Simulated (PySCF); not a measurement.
C₂H₅ClF₂Si. Atoms are numbered in the order given.

```xyz
11

C     -1.9147     0.5058     0.2532
C     -0.8963    -0.5582    -0.0776
F     -0.8647    -0.7507    -1.4469
F     -1.2861    -1.7691     0.4878
Si     0.9181    -0.2864     0.5356
Cl     1.5983     1.5500    -0.1731
H     -1.6073     1.4733    -0.1875
H     -2.8969     0.2072    -0.1650
H     -2.0075     0.6239     1.3500
H      1.7729    -1.3865    -0.0100
H      0.9364    -0.2646     2.0348
```
Charge 0, spin multiplicity 1.

Geometry: PBE-D3(BJ)/def2-SVP. This is a generated structure with no PubChem entry under its InChIKey; it may be hypothetical. Other conformers were not sampled.

Computed with PBE-D3(BJ)/def2-SVP (PySCF).

Frequencies are harmonic and unscaled.

Computed normal modes with their intensities:
| mode | ν (cm⁻¹) | IR (km/mol) | moving atoms (share of kinetic energy) |
|---|---|---|---|
| 1 | 61 | 1.9 | F 30 %, Cl 23 %, Si 22 %, H 14 %, C 11 % |
| 2 | 105 | 3.3 | Cl 38 %, F 26 %, C 17 %, Si 10 %, H 9 % |
| 3 | 201 | 1.4 | H 35 %, F 29 %, C 27 %, Si 9 % |
| 4 | 229 | 0.2 | H 58 %, F 21 %, Cl 11 % |
| 5 | 251 | 0.2 | F 44 %, H 36 %, Cl 10 % |
| 6 | 360 | 12.3 | Si 38 %, F 31 %, H 18 %, C 12 % |
| 7 | 383 | 6.5 | F 40 %, H 29 %, C 22 %, Si 9 % |
| 8 | 473 | 11.2 | F 60 %, C 19 %, H 15 % |
| 9 | 540 | 55.0 | Si 49 %, Cl 41 % |
| 10 | 573 | 26.5 | H 60 %, Si 19 %, F 12 % |
| 11 | 640 | 1.6 | C 32 %, F 32 %, H 24 %, Si 11 % |
| 12 | 675 | 0.9 | H 94 % |
| 13 | 823 | 228.9 | H 84 %, Si 12 % |
| 14 | 883 | 3.0 | H 51 %, C 27 %, F 20 % |
| 15 | 901 | 29.7 | H 44 %, C 30 %, F 25 % |
| 16 | 912 | 116.7 | H 84 % |
| 17 | 1104 | 83.8 | C 62 %, H 29 %, F 9 % |
| 18 | 1141 | 66.6 | C 73 %, H 14 %, F 13 % |
| 19 | 1166 | 41.3 | C 69 %, H 27 % |
| 20 | 1338 | 32.6 | H 68 %, C 32 % |
| 21 | 1397 | 5.6 | H 96 % |
| 22 | 1403 | 2.2 | H 95 % |
| 23 | 2187 | 70.7 | H 97 % |
| 24 | 2213 | 85.9 | H 96 % |
| 25 | 2986 | 2.4 | H 97 % |
| 26 | 3088 | 3.6 | H 90 %, C 10 % |
| 27 | 3098 | 2.0 | H 90 %, C 10 % |
